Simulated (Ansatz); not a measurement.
# Worked example: vertical energy of the triplet above the singlet of OsO4 (osmium tetroxide)

The species is OsO4 (5 atoms), meant as a singlet with charge 0. As SMILES, `[O]=[Os](=[O])(=[O])=[O]`. Geometry: relaxed at PBE0-D4/def2-TZVP.

Both states at this one shape; open shells run unrestricted unless said. 1 Eh = 27.2114 eV.

| level | program | singlet OsO4 (Eh) | triplet OsO4 (Eh) |
| --- | --- | --- | --- |
| BLYP/def2-SVP (core potential) | Ansatz | -391.375634 | -391.235214 |
| r2SCAN/def2-SVP (core potential) | Ansatz | -391.291068 | -391.152032 |
| CAM-B3LYP/def2-SVP (core potential) | Ansatz | -391.172639 | -391.046491 |
| wB97M-V/def2-SVP (core potential) | Ansatz | -391.132659 | -391.003461 |

Problem. Work out the vertical gap, second state less first, at each level.

Solution. 
1. BLYP/def2-SVP (core potential): -391.235214 − (-391.375634) = 0.140420 Eh = 3.82 eV.
2. r2SCAN/def2-SVP (core potential): -391.152032 − (-391.291068) = 0.139036 Eh = 3.78 eV.
3. CAM-B3LYP/def2-SVP (core potential): -391.046491 − (-391.172639) = 0.126148 Eh = 3.43 eV.
4. wB97M-V/def2-SVP (core potential): -391.003461 − (-391.132659) = 0.129198 Eh = 3.52 eV.

No measured value is set beside it here; the levels span 3.43 to 3.82 eV. Spin-orbit coupling, which splits open shells on such heavy atoms by tenths of an eV, is left out.
